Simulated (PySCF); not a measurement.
# KTl at M06-L

Computed with M06-L; K def2-SVP, Tl def2-SVP with ECP60; scalar-relativistic core potentials (PySCF 2.14).

```json
{
 "state": "¹Σ⁺ (singlet), closed shell",
 "bond length": "3.810 Å",
 "harmonic wavenumber": "86.5 cm⁻¹",
 "force constant": "0.144 mdyn/Å",
 "rotational constant Be": "0.03548 cm⁻¹",
 "HOMO–LUMO gap": "0.65 eV",
 "bond order (Mayer)": "1.03",
 "dipole moment (positive dipole means K(−)Tl(+))": "-4.77 D"
}
```

Closed-shell solutions of metal pairs were not tested for spin polarisation, which can lower them a little. Spin–orbit coupling is left out, which matters for elements this heavy, above all for dissociation energies.
